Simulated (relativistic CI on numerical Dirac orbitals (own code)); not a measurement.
**One change at a time: W26+**

Base calculation: Dirac-Coulomb-Breit CI, orbitals from a KLI potential per configuration, QED by a radiative potential, unscaled Slater integrals.

Configurations in the expansion (outside the closed core [Ar] 3d10): 4s²4p⁶4d¹⁰4f², 4s²4p⁶4d¹⁰4f5s, 4s²4p⁶4d⁹4f³, 4s²4p⁶4d¹⁰5s², 4s²4p⁶4d¹⁰4f5p, 4s²4p⁶4d¹⁰5s5p, 4s²4p⁵4d¹⁰4f³, 4s²4p⁶4d¹⁰4f5d, 4s²4p⁶4d⁹4f²5s, 4s²4p⁶4d¹⁰5p5d, 4s4p⁶4d¹⁰4f³, 4s²4p⁶4d¹⁰4f5f, 4s²4p⁶4d⁹4f²5p, 4s²4p⁶4d¹⁰4f6s, 4s²4p⁶4d¹⁰4f5g, 4s²4p⁶4d¹⁰4f6p, 4s²4p⁶4d¹⁰4f6d, 4s²4p⁵4d¹⁰4f²5s, 4s²4p⁶4d¹⁰4f7s, 4s²4p⁶4d¹⁰4f6g, 4s4p⁶4d¹⁰4f5s², 4s4p⁶4d¹⁰4f5p², 4s²4p⁶4d¹⁰5p², 4s²4p⁶4d⁹5s5p², 4s²4p⁶4d¹⁰5s5d, 4s²4p⁶4d⁹5s²5d, 4s²4p⁶4d¹⁰5d², 4s²4p⁶4d⁹5s5d². Double excitations out of closed p, d and f shells are left out; levels of such configurations are missing from the list, as are those of other unlisted configurations, and high levels can miss mixing partners.

The lowest level and the first level of each name with at least 55 % of one term (blank where a level has no safe partner in the second run):

| Level | Base (cm⁻¹) | Shift (cm⁻¹) |
| --- | --- | --- |
| 4s²4p⁶4d¹⁰4f² ³H4 | 0 | 0 |
| 4s²4p⁶4d¹⁰4f² ³F2 | 19572 | +1249 |
| 4s²4p⁶4d¹⁰4f² ³H5 | 25309 | +16 |
| 4s²4p⁶4d¹⁰4f² ³F3 | 38851 | +1011 |
| 4s²4p⁶4d¹⁰4f² ³H6 | 46888 | +122 |
| 4s²4p⁶4d¹⁰4f² ³F4 | 68199 | +466 |
| 4s²4p⁶4d¹⁰4f² ¹D2 | 72948 | +2957 |
| 4s²4p⁶4d¹⁰4f² ³P0 | 76879 | +3415 |
| 4s²4p⁶4d¹⁰4f² ³P1 | 88559 | +3496 |
| 4s²4p⁶4d¹⁰4f² ¹I6 | 90269 | +1737 |
| 4s²4p⁶4d¹⁰4f² ³P2 | 107533 | +3287 |
| 4s²4p⁶4d¹⁰4f² ¹S0 | 186374 | +1894 |
| 4s²4p⁶4d¹⁰4f5s ³F°2 | 1011870 | +13965 |
| 4s²4p⁶4d¹⁰4f5s ³F°3 | 1015143 | +13934 |
| 4s²4p⁶4d¹⁰4f5s ³F°4 | 1040900 | +13840 |
| 4s²4p⁶4d¹⁰4f5s ¹F°3 | 1046821 | +14093 |
| 4s²4p⁶4d¹⁰4f5p ³G3 | 1366775 |  |
| 4s²4p⁶4d⁹4f³ ⁵G°2 | 1561545 | -800 |
| 4s²4p⁶4d⁹4f³ ⁵D°1 | 1586576 | -1112 |
| 4s²4p⁶4d⁹4f³ ⁵D°0 | 1595252 | -1143 |
| 4s²4p⁶4d¹⁰4f5p ³D1 | 1596441 |  |
| 4s²4p⁶4d⁹4f³ ⁵L°8 | 1601506 | -1554 |

At this charge energies of transitions that change n are usually good to better than 1 %, and those within a shell (Δn = 0) to a few per cent. Terms inside the open d or f shell come out 10 to 20 % too wide with unscaled integrals.

Q: One thing was changed in a second run, which moved the levels as shown. Which?
A. only the first 3 configurations
B. non-relativistic limit
C. Breit term removed
D. QED terms removed

A: A. Only the first 3 configurations. With fewer configurations the levels that remain lose their mixing partners.

LS names give the leading component of a level, which can be under half, so a name can repeat, a term be missing and a line seem to break the LS rules.
